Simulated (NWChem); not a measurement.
SiHSCl, singlet; SMILES S[Si]Cl

```xyz
4

Si     0.9741     0.0254     0.0000
Cl    -0.4002     1.6107     0.0000
S     -0.4583    -1.5752     0.0000
H      0.4976    -2.5338     0.0000
```
Atoms are numbered in this order, from 1.

Results from NWChem. Low-valent species are run as closed-shell singlets; no triplet was tried in these runs. The geometry was optimised at PBE0/def2-SVP. Ions are spin-unrestricted doublets at the neutral geometry; other ion states weren't tried.

Predict the results for PBE/def2-SVP. Quantities: vertical ionisation energy, ΔSCF (eV); −ε(HOMO) (eV).


```yaml
vertical ionisation energy, ΔSCF (eV): 9.17
"−ε(HOMO) (eV)": 6.07
```
